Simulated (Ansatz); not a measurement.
Basis-set series for `FC(F)(F)[SeH]`. The species carries charge 0 and has multiplicity 1. The structure was optimised at the PBE0-D4/def2-TZVP level. It is one conformer, not always the lowest.

```csv
functional,basis,functions,energy (Eh),HOMO (eV),LUMO (eV)
PBE0-D4,def2-SVP,93,-2738.62524,-7.53,-0.54
PBE0-D4,def2-QZVPP,347,-2739.39761,-7.69,-0.89
ωB97M-V,def2-SVP,93,-2739.01064,-9.76,1.61
ωB97M-V,def2-QZVPP,347,-2739.78734,-9.94,1.06
```

(1) Give the rows for def2-TZVPP. (Best estimate.)

Answers

(1) Ansatz gave: 
```tsv
functional	basis	functions	energy (Eh)	HOMO (eV)	LUMO (eV)
PBE0-D4	def2-TZVPP	186	-2739.33014	-7.66	-0.82
ωB97M-V	def2-TZVPP	186	-2739.72235	-9.91	1.21
```

Positive LUMOs are unbound and depend on the basis. Scalar relativity is left out up to krypton.
